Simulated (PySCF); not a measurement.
Species: C₃H₁₀OPSi₂ (doublet state).
Atom-mapped SMILES: `[CH3:1][O:2][SiH2:3]/[CH:4]=[C:5]\[SiH2:6][PH2:7]` (hydrogens: H8, H9, H10 on C1; H11, H12 on Si3; H13 on C4; H14, H15 on Si6; H16, H17 on P7)

Cartesian coordinates in Å at the GFN2-xTB level; atoms count from 1:
```xyz
17
C3H10OPSi2 angstrom
C     -1.520   -0.171    1.607
O     -2.186    0.235    0.451
Si    -1.621    0.789   -0.958
C     -0.460   -0.504   -1.796
C      0.645   -0.958   -1.303
Si     1.969   -0.974   -0.047
P      1.887    0.740    1.449
H     -0.978    0.666    2.057
H     -2.264   -0.542    2.312
H     -0.804   -0.966    1.380
H     -0.864    2.036   -0.827
H     -2.874    0.884   -1.687
H     -0.843   -0.880   -2.740
H      1.878   -2.190    0.770
H      3.251   -0.905   -0.763
H      3.229    1.055    1.350
H      1.549    1.696    0.508
```

The hyperfine couplings belong to this conformer and change with its torsions.

Level of theory: UKS B3LYP, pcH-1 on C H O P Si, non-relativistic, mean-field spin-orbit, GIAO (PySCF). One conformer (not necessarily the lowest) at the GFN2-xTB geometry, without solvent, vibrations or thermal averaging. Couplings are sensitive to structure, and on GFN2-xTB geometries they can be far from those on DFT ones. The SCF solution wasn't tested for stability.

Q: Predict the first-order ENDOR lines of C5, C4, H11/H12, H14/H15, H16/H17, H8/H9/H10, Si3, Si6 and P7 under fast tumbling at B = 333.0 mT (X band).

A: For S = 1/2 in fast tumbling each set of equivalent nuclei gives two lines, ν± = |νn ± a/2| to first order, with νn = g_N μN B/h and μN/h = 7.62259 MHz/T.

```tsv
nuclei	isotope	g_N	νn (MHz)	a_iso (MHz)	lower line (MHz)	upper line (MHz)
C5	13C	1.4048	3.57	142.00	67.43	74.57
C4	13C	1.4048	3.57	-45.87	19.37	26.50
H11/H12	1H	5.5857	14.18	12.63	7.86	20.49
H14/H15	1H	5.5857	14.18	10.34	9.01	19.35
H16/H17	1H	5.5857	14.18	2.84	12.76	15.60
H8/H9/H10	1H	5.5857	14.18	1.99	13.18	15.17
Si3	29Si	-1.1106	2.82	-116.85	55.61	61.24
Si6	29Si	-1.1106	2.82	-9.16	1.76	7.40
P7	31P	2.2632	5.74	29.43	8.97	20.46
```

The rows for 13C and 29Si, of low natural abundance, apply to labelled samples.

Q: Which pairs are centred on the nuclear Larmor frequency, and which on half the coupling?

A: Centred on νn, since |a| < 2νn: H11/H12, H14/H15, H16/H17 and H8/H9/H10. Centred on |a|/2 and split by 2νn: C5, C4, Si3, Si6 and P7.

Q: At what field would the lower line of H14/H15 fall to zero frequency?

A: Where νn = |a|/2, that is B = 5.17 MHz/(5.5857 × 7.62259 MHz/T) = 121 mT, as far as first order holds there.

Couplings of abundant isotopes left out: H13 (187.5 MHz).

Class means assume fast exchange of nuclei equivalent by connectivity; if that motion is slow, each nucleus keeps its own coupling. The 1H value of +10.3 MHz is a mean of couplings from 1.2 to 19.5 MHz in this one geometry, not an average over conformers. The 1H value of +12.6 MHz is a mean of couplings from 5.8 to 19.5 MHz in this one geometry, not an average over conformers.

Largest spin populations (Mulliken): C5 (+0.87), C4 (-0.14), P7 (+0.08) and H13 (+0.08). C5 is the only atom above +0.15.

On an Intel Xeon at 2.50 GHz with one thread (shared host), this took 4.3 min wall (grids of density and orbitals included) and 1.1 GiB of memory at its peak.
